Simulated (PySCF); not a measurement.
AlCl, charge -1, doublet, at a GFN2-xTB geometry (such geometries of metal compounds can be far from the true shape) (a state made from the parent by changing its charge; the spin is typed, not shown lowest); SVWN5/STO-3G run with PySCF.

PySCF was given this input:
```python
from pyscf import gto, scf, dft

mol = gto.Mole()
mol.atom = '''
    Al   -0.00000000   -0.00000000   -1.40501930
    Cl    0.00000000    0.00000000    1.07442652
'''
mol.basis = 'sto-3g'
mol.charge = -1
mol.spin = 1
mol.verbose = 4
mol.symmetry = True
mol.build()

mf = dft.UKS(mol)
mf.xc = 'lda,vwn'
mf.kernel()
mf.analyze()
```

It wrote (shortened):

```
PySCF version 2.14.0

[INPUT] verbose = 4
[INPUT] num. atoms = 2
[INPUT] num. electrons = 31
[INPUT] charge = -1
[INPUT] spin (= nelec alpha-beta = 2S) = 1
[INPUT] symmetry True subgroup None
[INPUT] Mole.unit = angstrom
[INPUT] Symbol           X                Y                Z      unit          X                Y                Z       unit  Magmom
[...]
nuclear repulsion = 47.1670575214747
point group symmetry = Coov
symmetry origin: [ 0.00000000e+00  0.00000000e+00 -3.77945237e-09]
symmetry axis x: [1. 0. 0.]
symmetry axis y: [0. 1. 0.]
symmetry axis z: [0. 0. 1.]
num. orbitals of irrep A1 = 10
num. orbitals of irrep E1x = 4
num. orbitals of irrep E1y = 4
number of shells = 10
number of NR pGTOs = 54
number of NR cGTOs = 18
basis = sto-3g
ecp = {}

******** <class 'pyscf.dft.uks_symm.SymAdaptedUKS'> ********
method = SymAdaptedUKS
initial guess = minao
damping factor = 0
level_shift factor = 0
DIIS = <class 'pyscf.scf.diis.CDIIS'>
diis_start_cycle = 1
diis_space = 8
diis_damp = 0
SCF conv_tol = 1e-09
SCF conv_tol_grad = None
SCF max_cycles = 50
direct_scf = True
direct_scf_tol = 1e-13
number electrons alpha = 16  beta = 15
XC library pyscf.dft.libxc version 7.1.2
    S. Lehtola, C. Steigemann, M. J. T. Oliveira, and M. A. L. Marques,  SoftwareX 7, 1–5 (2018)
XC functionals = lda,vwn
    P. A. M. Dirac,  Math. Proc. Cambridge Philos. Soc. 26, 376 (1930)
    F. Bloch,  Z. Phys. 57, 545 (1929)
    S. H. Vosko, L. Wilk, and M. Nusair,  Can. J. Phys. 58, 1200 (1980)
radial grids:
    Treutler-Ahlrichs [JCP 102, 346 (1995); DOI:10.1063/1.469408] (M4) radial grids

becke partition: Becke, JCP 88, 2547 (1988); DOI:10.1063/1.454033
pruning grids: <function nwchem_prune>
grids dens level: 3
symmetrized grids: True
atomic radii adjust function: <function treutler_atomic_radii_adjust>
small_rho_cutoff = 0
Freeze 0 electrons in irreps []
    31 free electrons in irreps A1 E1x E1y
Set gradient conv threshold to 3.16228e-05
tot grids = 38064
init E= -691.503640746918

cycle= 1 E= -691.840090352048  delta_E= -0.336  |g|= 0.0904  |ddm|= 1.46

cycle= 2 E= -691.845917665078  delta_E= -0.00583  |g|= 0.0815  |ddm|= 0.584

cycle= 3 E= -691.855535686557  delta_E= -0.00962  |g|= 0.00481  |ddm|= 0.256

cycle= 4 E= -691.855533056006  delta_E= 2.63e-06  |g|= 0.00513  |ddm|= 0.00274

cycle= 5 E= -691.855532626877  delta_E= 4.29e-07  |g|= 0.00517  |ddm|= 0.000393

cycle= 6 E= -691.855532710515  delta_E= -8.36e-08  |g|= 0.00517  |ddm|= 0.000293

cycle= 7 E= -691.855532683024  delta_E= 2.75e-08  |g|= 0.00519  |ddm|= 0.000653

cycle= 8 E= -691.855533159392  delta_E= -4.76e-07  |g|= 0.00516  |ddm|= 0.000624

cycle= 9 E= -691.855533210751  delta_E= -5.14e-08  |g|= 0.00516  |ddm|= 9.52e-05

cycle= 10 E= -691.855532413162  delta_E= 7.98e-07  |g|= 0.0052  |ddm|= 0.000527

cycle= 11 E= -691.855532647834  delta_E= -2.35e-07  |g|= 0.0052  |ddm|= 0.00025

cycle= 12 E= -691.855532397082  delta_E= 2.51e-07  |g|= 0.0052  |ddm|= 0.000299

cycle= 13 E= -691.855532646919  delta_E= -2.5e-07  |g|= 0.00518  |ddm|= 0.000201

cycle= 14 E= -691.855532384651  delta_E= 2.62e-07  |g|= 0.0052  |ddm|= 0.000158

cycle= 15 E= -691.85553252175  delta_E= -1.37e-07  |g|= 0.00518  |ddm|= 0.00102

cycle= 16 E= -691.85553241762  delta_E= 1.04e-07  |g|= 0.00519  |ddm|= 0.000459

cycle= 17 E= -691.855532173929  delta_E= 2.44e-07  |g|= 0.00521  |ddm|= 0.00103

cycle= 18 E= -691.855532353362  delta_E= -1.79e-07  |g|= 0.0052  |ddm|= 0.000375

cycle= 19 E= -691.85553258988  delta_E= -2.37e-07  |g|= 0.0052  |ddm|= 0.000178

cycle= 20 E= -691.855532382943  delta_E= 2.07e-07  |g|= 0.00519  |ddm|= 0.000321

cycle= 21 E= -691.855532533371  delta_E= -1.5e-07  |g|= 0.00519  |ddm|= 0.000198

cycle= 22 E= -691.855532605877  delta_E= -7.25e-08  |g|= 0.00519  |ddm|= 4.72e-05

cycle= 23 E= -691.855532372331  delta_E= 2.34e-07  |g|= 0.0052  |ddm|= 0.000184

cycle= 24 E= -691.85553277443  delta_E= -4.02e-07  |g|= 0.00518  |ddm|= 0.00137

[...]

cycle= 42 E= -691.855532468791  delta_E= 1.18e-08  |g|= 0.0052  |ddm|= 0.000255

cycle= 43 E= -691.855532473551  delta_E= -4.76e-09  |g|= 0.0052  |ddm|= 1.33e-05

cycle= 44 E= -691.855532470799  delta_E= 2.75e-09  |g|= 0.00521  |ddm|= 0.000179

cycle= 45 E= -691.855532737698  delta_E= -2.67e-07  |g|= 0.00518  |ddm|= 0.000191

cycle= 46 E= -691.855532817396  delta_E= -7.97e-08  |g|= 0.00517  |ddm|= 6.45e-05

cycle= 47 E= -691.855533431982  delta_E= -6.15e-07  |g|= 0.0052  |ddm|= 0.000895

cycle= 48 E= -691.855532469777  delta_E= 9.62e-07  |g|= 0.00521  |ddm|= 0.000954

cycle= 49 E= -691.855532359884  delta_E= 1.1e-07  |g|= 0.0052  |ddm|= 0.000595

cycle= 50 E= -691.855532516532  delta_E= -1.57e-07  |g|= 0.00519  |ddm|= 0.000468
SCF not converged.
SCF energy = -691.855532516532 after 50 cycles  <S^2> = 0.75064787  2S+1 = 2.0006478
**** SCF Summaries ****
Total Energy =                        -691.855532516532321
Nuclear Repulsion Energy =              47.167057521474710
One-electron Energy =                -1071.874228377275585
Two-electron Energy =                  332.851638339268561
Two-electron Coulomb Energy =          377.675858236749150
DFT Exchange-Correlation Energy =      -44.824219897480560
TODO: total wave-function symmetry for Coov
alpha occupancy for each irrep:     A1  E1x  E1y
                                     9    4    3
beta  occupancy for each irrep:     A1  E1x  E1y
                                     9    3    3
**** MO energy ****
alpha MO #1 (A1 #1), energy= -98.6759018513598 occ= 1
alpha MO #2 (A1 #2), energy= -53.9573880622006 occ= 1
alpha MO #3 (A1 #3), energy= -8.38845435612942 occ= 1
alpha MO #4 (A1 #4), energy= -6.2764008188681 occ= 1
alpha MO #5 (E1x #1), energy= -6.27079105710354 occ= 1
alpha MO #6 (E1y #1), energy= -6.27079105710354 occ= 1
alpha MO #7 (A1 #5), energy= -3.23519165192082 occ= 1
alpha MO #8 (A1 #6), energy= -1.81171423815959 occ= 1
alpha MO #9 (E1x #2), energy= -1.80133068079356 occ= 1
alpha MO #10 (E1y #2), energy= -1.80133068079356 occ= 1
alpha MO #11 (A1 #7), energy= -0.265184098631523 occ= 1
alpha MO #12 (A1 #8), energy= 0.0888526041417459 occ= 1
alpha MO #13 (E1x #3), energy= 0.167114201304121 occ= 1
alpha MO #14 (E1y #3), energy= 0.167114201304121 occ= 1
alpha MO #15 (A1 #9), energy= 0.207551176299562 occ= 1
alpha MO #16 (E1x #4), energy= 0.432488840831177 occ= 1
alpha MO #17 (E1y #4), energy= 0.432488840831177 occ= 0
alpha MO #18 (A1 #10), energy= 0.524670274607622 occ= 0
beta  MO #1 (A1 #1), energy= -98.675911371799 occ= 1
beta  MO #2 (A1 #2), energy= -53.9507081953096 occ= 1
beta  MO #3 (A1 #3), energy= -8.38846686582442 occ= 1
beta  MO #4 (A1 #4), energy= -6.27651547331411 occ= 1
beta  MO #5 (E1x #1), energy= -6.27066653032806 occ= 1
beta  MO #6 (E1y #1), energy= -6.27066653032806 occ= 1
beta  MO #7 (A1 #5), energy= -3.22491278785009 occ= 1
beta  MO #8 (A1 #6), energy= -1.80446545823163 occ= 1
beta  MO #9 (E1x #2), energy= -1.78001530937481 occ= 1
beta  MO #10 (E1y #2), energy= -1.78001530937481 occ= 1
beta  MO #11 (A1 #7), energy= -0.264699427796265 occ= 1
beta  MO #12 (A1 #8), energy= 0.10167616692179 occ= 1
beta  MO #13 (E1x #3), energy= 0.168188040028599 occ= 1
beta  MO #14 (E1y #3), energy= 0.168188040028599 occ= 1
beta  MO #15 (A1 #9), energy= 0.229062788749942 occ= 1
beta  MO #16 (E1x #4), energy= 0.488532438262692 occ= 0
beta  MO #17 (E1y #4), energy= 0.488532438262692 occ= 0
beta  MO #18 (A1 #10), energy= 0.544923946146031 occ= 0
 ** Mulliken pop alpha/beta on meta-lowdin orthogonal AOs **
 ** Mulliken pop       alpha | beta **
[...]
In total            16.00000 | 15.00000
 ** Mulliken atomic charges   ( Nelec_alpha | Nelec_beta ) **
charge of  0Al =     -0.28909  (     7.14601      6.14308 )
charge of  1Cl =     -0.71091  (     8.85399      8.85692 )

WARN: System has nonzero charge -1; the dipole moment is origin-dependent.
Location of origin: [0. 0. 0.]

Dipole moment(X, Y, Z, Debye):  0.00000,  0.00000, -1.05533
```

Convergence was not reached.
